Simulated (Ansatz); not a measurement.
This geometry of CH₄BFSi (8 atoms, charge 0, multiplicity 1) is a first-order saddle point.

Theory: Ansatz 0.2.0, RKS PBE-D4/def2-SVP.

```xyz
8
Properties=species:S:1:pos:R:3
F 0.259 2.396 0.253
B -0.225 1.383 -0.476
C 0.417 -0.024 -0.395
Si -0.035 -1.324 0.644
H -1.174 1.666 -1.196
H 1.258 -0.235 -1.083
H -1.160 -1.214 1.624
H 0.660 -2.648 0.630
```

Question: Which two structures does it join? (They come from a converged band through this point; their orientation in space is the band's.)

Answer: No bond is made or broken. The dihedral F1–B2–C3–Si4 goes from 0 to -180°.

Image 0:

```xyz
8
Properties=species:S:1:pos:R:3
F -0.931 1.776 0.565
B -0.210 1.356 -0.495
C 0.329 -0.080 -0.556
Si 0.058 -1.244 0.702
H -0.022 2.180 -1.378
H 0.917 -0.400 -1.433
H -0.721 -0.938 1.940
H 0.579 -2.649 0.656
```

Image 8:

```xyz
8
Properties=species:S:1:pos:R:3
F -0.074 2.267 -1.346
B -0.244 1.318 -0.407
C 0.346 -0.083 -0.586
Si 0.070 -1.239 0.675
H -0.890 1.641 0.582
H 0.929 -0.360 -1.482
H -0.713 -0.893 1.901
H 0.575 -2.650 0.662
```

Question: How far does it lie above each of them?

Answer: 34.6 kJ/mol above the first and 39.8 kJ/mol above the second. This is the barrier of this one path; another mechanism may lie lower.

The run took 96 s on 1 thread of Arm Neoverse V2, with other jobs on the host, peak memory 0.14 GiB.
